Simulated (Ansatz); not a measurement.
```yaml
crystal:
  periodic: [false, false, false]
  atoms:
    - {symbol: Al, position_ang: [-0.418691, 1.301715, -0.428598]}
    - {symbol: C, position_ang: [-0.587656, -0.632975, -0.289916]}
    - {symbol: C, position_ang: [0.458489, -0.916375, 0.693115]}
    - {symbol: O, position_ang: [0.893820, -0.161442, -0.450310]}
    - {symbol: H, position_ang: [-0.552200, 1.982299, -1.849799]}
    - {symbol: H, position_ang: [-0.312082, 2.078540, 0.949335]}
    - {symbol: H, position_ang: [-0.797852, -1.431256, -0.996284]}
    - {symbol: H, position_ang: [0.916321, -1.901209, 0.724281]}
    - {symbol: h, position_ang: [0.488452, -0.365498, 1.631173]}
basis:
  gaussian: {orbitals: def2-SVP, nuclear_model: gaussian}
hamiltonian: {xc: {name: wPBEh}}
accuracy: high
```

```sh
$ ansatz run in.yaml --threads 2 --pin off --events-out ev --progress --plain --max-ram 4352MiB
```

Q: How does Ansatz answer? (An estimate is asked.)

A: The calculation gave: The program refused the input.
```
Error: YAML parse error: error: line 12 column 16: `h` is not an element symbol (H … Og, case-exact)
10 |     - {symbol: H, position_ang: [-0.797852, -1.431256, -0.996284]}
11 |     - {symbol: H, position_ang: [0.916321, -1.901209, 0.724281]}
12 |     - {symbol: h, position_ang: [0.488452, -0.365498, 1.631173]}
13 | basis:
14 |   gaussian: {orbitals: def2-SVP, nuclear_model: gaussian}
```
